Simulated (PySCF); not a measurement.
Compound: CH7GeNO2Si.
Bonds: O1–C2 (double), C2–O3, C2–Si4, Si4–N5, N5–Ge6. Hydrogens: H7 on O3; H8, H9 on Si4; H10 on N5; H11, H12, H13 on Ge6.

The calculation used PySCF, TDDFT PBE0/def2-SVPD, vertical, gas phase, core orbitals frozen in the response. One conformer (not necessarily the lowest) at the PBE0-D3(BJ)/def2-SVP geometry, without solvent, vibrations or thermal averaging. Relativistic effects, spin–orbit coupling among them, are left out although an element past zinc is present. Torsions of this conformer, `[O:1]=[C:2]([OH:3])[SiH2:4][NH:5][GeH3:6]`: O1–C2–Si4–N5 2°, C2–Si4–N5–Ge6 -1°, H–O3–C2–O1 0°.

**Question.** Predict the UV-vis stick spectrum at this level.

**Answer.** 

```csv
state,E (eV),ν̃ (cm⁻¹),f,|μ| (D),"main configurations (H = HOMO, L = LUMO)"
S1,5.15,41560,0.0022,0.33,H-1→L (94%)
S2,5.37,43310,0.014,0.83,H→L (98%)
S3,5.91,47680,0.0090,0.63,H→L+1 (99%)
S4,6.50,52440,0.025,1.01,"H→L+2 (78%), H→L+3 (18%)"
S5,6.95,56090,0.022,0.91,H-1→L+1 (90%)
S6,6.97,56210,0.0025,0.31,"H→L+3 (76%), H→L+2 (17%)"
S7,7.21,58170,0.0023,0.29,H→L+4 (92%)
S8,7.22,58260,0.085,1.77,"H-1→L+2 (76%), H-1→L+3 (14%)"
S9,7.35,59250,0.0009,0.18,H-2→L (94%)
S10,7.47,60270,0.011,0.63,"H-1→L+3 (67%), H-1→L+2 (18%), H-3→L (10%)"
```

Triplets (Tamm–Dancoff): T1 4.45 eV, H-1→L (95%); T2 5.20 eV, H→L (98%); T3 5.54 eV, H→L+1 (95%); T4 5.77 eV, H-4→L (68%), H-3→L (24%).

The lowest singlet lies at 5.15 eV (241 nm, ultraviolet) and is very weak; its leading configuration is HOMO-1→LUMO (94%). The most intense listed level is S8 at 7.22 eV (172 nm, f = 0.085), 2.07 eV above S1. S1 has the pattern of n→π* at C=O. The oscillator strengths of these states sum to 0.175; summed over the whole spectrum of an exact calculation they would give the number of electrons, 82 (Thomas–Reiche–Kuhn). The listed states span 2.32 eV, and the widest gap between neighbours is 0.59 eV (S3 to S4). Orbital energies (eV): HOMO-3 -9.52, HOMO-2 -9.19, HOMO-1 -8.05, HOMO -7.35, LUMO -0.84, LUMO+1 -0.04, LUMO+2 0.28. All these states lie below the vertical ionisation energy of 9.23 eV (ΔSCF). The window holds the lowest 10 singlets.

Time: 1.8 min wall; peak memory 0.97 GiB. Hardware: one thread, Arm Neoverse V2 (aarch64), on a shared host.
